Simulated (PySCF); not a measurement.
**Ionisation energy of Co²⁺ by level of theory**

Co²⁺ [Ar] 3d7 [3d3/2^4 3d5/2^3, M_J = 9/2] → Co³⁺ [Ar] 3d6 [3d3/2^4 3d5/2^2, M_J = 4], as a difference of total energies. All numbers are calculated (PySCF 2.14, the two-component X2C-1e Hamiltonian, in x2c-QZVPPall-2c (11s9p5d4f2g, 109 functions)). Correlated levels: [Ne] frozen; the 8 highest virtual spinors dropped. "Screened" scales the spin-orbit matrix elements by Boettger's factors to mimic the two-electron term; Breit and QED terms are absent.

```
                    method  ionisation energy (eV)  difference from reference (eV)
           GHF (spin-free)                  31.101                          -2.399
          GMP2 (spin-free)                  33.552                          +0.052
 GHF (screened spin-orbit)                  31.127                          -2.373
GMP2 (screened spin-orbit)                  33.578                          +0.078
```

Reference: 33.5 ± 0.06 eV (semi-empirical (NIST evaluation); NIST Atomic Spectra Database, ionization energies).

Errors of the correlated levels include the incompleteness of this basis and the frozen core.

The labels give the starting determinants; with spin-orbit coupling the two ends relaxed to ⟨J²⟩ = 24.76, ⟨L²⟩ = 12.02, ⟨S²⟩ = 3.75 and ⟨J²⟩ = 20.01, ⟨L²⟩ = 6.01, ⟨S²⟩ = 6.00.
